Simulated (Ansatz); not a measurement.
Computed with Ansatz on PBE0-D4/def2-TZVP structures; ΔE is electronic, products minus reactants. CCSD(T)/CBS adds triple-zeta CCSD(T) − MP2 to the extrapolated MP2 energy (def2 sets, frozen cores). Functionals use def2-TZVPP. B3LYP here is the variant with VWN-RPA as its local correlation; programs differ in this. One conformer a species, not always the lowest.

`BN([SiH3])[SiH2]F` + `CNB(F)F` → `FB(F)N[SiH3]` + `BN(C)[SiH2]F`  (redistribution)

`BN([SiH3])[SiH2]F`:

```xyz
12

B     0.768   -1.207   -0.839
N     0.102   -0.165   -0.154
Si   -0.772   -0.594    1.314
Si    0.173    1.467   -0.727
F     1.123    2.327    0.227
H     1.393   -0.973   -1.833
H     0.692   -2.328   -0.415
H    -1.349    0.654    1.874
H     0.154   -1.203    2.298
H    -1.861   -1.549    0.995
H    -1.168    2.087   -0.652
H     0.745    1.482   -2.088
```

`CNB(F)F`:

Cartesian coordinates in Å:
```
C 0.706 0.585 0.708
N 0.215 -0.469 -0.149
B -1.007 -0.484 -0.812
F -1.871 0.524 -0.709
F -1.356 -1.515 -1.580
H 1.635 1.015 0.324
H -0.037 1.380 0.760
H 0.888 0.225 1.724
H 0.826 -1.260 -0.266
```

`FB(F)N[SiH3]`:

```xyz
9

F     1.395    2.338   -0.411
B     0.840    1.146   -0.597
F     1.005    0.573   -1.786
N     0.104    0.500    0.406
Si   -0.672   -1.059    0.287
H     0.023    0.993    1.282
H    -1.360   -1.282    1.582
H    -1.659   -1.073   -0.819
H     0.324   -2.135    0.057
```

`BN(C)[SiH2]F`:

```xyz
12

B    -1.531   -0.395   -0.426
N    -0.201   -0.141   -0.073
C     0.831   -1.172   -0.160
Si    0.292    1.418    0.501
F     1.328    2.062   -0.533
H    -2.332    0.490   -0.351
H    -1.843   -1.494   -0.790
H     0.380   -2.116   -0.463
H     1.595   -0.901   -0.894
H     1.326   -1.316    0.805
H    -0.882    2.302    0.611
H     1.037    1.262    1.773
```

```csv
level,ΔE (kcal/mol)
PBE-D4,-1.2
r2SCAN-D4,-1.2
B3LYP-D4,-0.9
ωB97M-V,-1.1
B2PLYP,-1.3
PBE,-1.4
CCSD/def2-TZVPP,-1.0
MP2/def2-QZVPP,-1.1
```

**Question.** What does CCSD(T)/CBS give? (Best estimate.)

**Answer.** The calculation gave: -1.0 kcal/mol. The listed levels differ from it by -0.2, -0.2, 0.1, -0.1, -0.3, -0.4, 0.0, -0.1 kcal/mol.

Largest T1 diagnostic among the species: 0.012.
